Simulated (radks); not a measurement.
Q: Species: Pb+. Configuration: [Hg] 6p1. Method: scalar-relativistic Kohn-Sham, SCAN, spin-unpolarised, spherical densities, finite nucleus; meta-GGA in the generalised Kohn-Sham scheme; Fermi nuclear charge, rms radius 5.5012 fm; computed with a radial shooting solver on a logarithmic mesh with Libxc functionals. Some entries of the table are withheld. Estimate them.

orbital,occ.,eigenvalue (hartree),<r> (bohr),<1/r> (bohr^-1)
1s,2,-3240.797,(1),101.3
2s,2,-581.0144,0.06758,23.81
2p,6,-498.4144,0.06143,20.91
3s,2,-140.1875,0.1744,8.831
3p,6,(2),0.1764,7.984
3d,10,-91.99238,0.1600,7.484
4s,2,-32.20924,0.3841,3.796
4p,6,-24.36980,0.4095,3.416
4d,10,-15.24968,0.4309,3.070
5s,2,-5.67957,0.8556,1.589
4f,14,(3),0.4539,2.675
5p,6,-3.51424,0.9769,1.363
5d,10,-1.07896,1.300,1.011
6s,2,-0.72766,(4),0.5649
6p,1,-0.36728,2.930,0.4288

A: 
(1) 1s <r> (bohr): 0.01605
(2) 3p eigenvalue (hartree): -116.3730
(3) 4f eigenvalue (hartree): -5.22142
(4) 6s <r> (bohr): 2.253
